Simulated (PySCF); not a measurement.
Labels have come off several samples. The candidates:

A. SMILES C=C/C=C\[C@H](C)C=C
B. SMILES CN[SiH2]N([SiH3])[SiH3]
C. SMILES C=CCCC=C1CC1
D. SMILES CCC1=CC=CCC1

Spectrum 1. $^{13}$C{$^{1}$H} NMR (computed): δ 147.5 (CH), 127.3 (C), 126.9 (CH), 123.4 (CH2), 41.0 (CH2), 35.6 (CH2), 4.8 (CH2), 3.7 (CH2).

Spectrum 2. $^{13}$C{$^{1}$H} NMR (computed): δ 149.6 (C), 132.8 (CH), 130.7 (CH), 125.8 (CH), 37.7 (CH2), 29.8 (CH2), 26.5 (CH2), 15.2 (CH3).

Spectrum 3. $^{13}$C{$^{1}$H} NMR (computed): δ 28.9 (CH3).

Spectrum 4. $^{13}$C{$^{1}$H} NMR (computed): δ 150.3 (CH), 145.6 (CH), 139.8 (CH), 135.9 (CH), 125.0 (CH2), 118.0 (CH2), 39.6 (CH), 18.3 (CH3).

Method: structure optimised with GFN2-xTB, shielding tensors at PBE0/pcSseg-1 (GIAO), in PySCF 2.14.0 with density-fitted response routines (relativity neglected, no solvent, one conformer, averaged over atoms made equivalent by symmetry, fast rotation or ring inversion).

Scale: $^{13}$C vs TMS (reference shieldings calculated alike). Shifts are as computed. Against solution values, carbons near 30 ppm lie about +3 ppm off and those near 130 ppm about +5 ppm (rms about the fit 2.1 ppm; single classes can miss by 10 ppm). Of 1328 compounds with measured shifts, 309 miss one by over three times the rms of a fit or turn the order of signals round; such compounds aren't used in these exercises. Signals without a measured value on file couldn't be tested in this way; 1H shifts scatter by 0.2 ppm about their fit, and single ones miss by 0.5 ppm.

Task: Match each spectrum to its structure.

Result: 1–C, 2–D, 3–B, 4–A.

- Spectrum 1 (C): 8 $^{13}$C signals; δC 147.5 is an alkene CH; δC 127.3 is a fully substituted alkene carbon.
- Spectrum 2 (D): 8 $^{13}$C signals; δC 149.6 is a fully substituted alkene carbon; δC 132.8 is an alkene CH.
- Spectrum 3 (B): a single $^{13}$C signal, at 28.9 ppm (methyl carbon bonded to N).
- Spectrum 4 (A): 8 $^{13}$C signals; δC 150.3 is an alkene CH; δC 145.6 is an alkene CH.
